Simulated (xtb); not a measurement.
O₃S, charge +1, doublet, at a GFN2-xTB geometry (a state made from the parent by changing its charge; the spin is typed, not shown lowest). Base run: GFN0-xTB in xtb.

xtb was given this input:
```
$ xtb mol.xyz --gfn 0 --chrg 1 --uhf 1 --json

# file mol.xyz
4

O     -0.69359983    -1.24003080    -0.04613286
S     -0.00000000    -0.00000000     0.00000000
O     -0.72704062     1.22159440    -0.00209731
O      1.42064045     0.01843640     0.04823017
```

Variants of this job, named by their change:

```tsv
change	ΔE vs base (kcal/mol)
base	0.000
acc = 0.0001	0.000
etemp = 10	0.000
acc = 0.1	0.000
etemp = 3000	-6.61
```
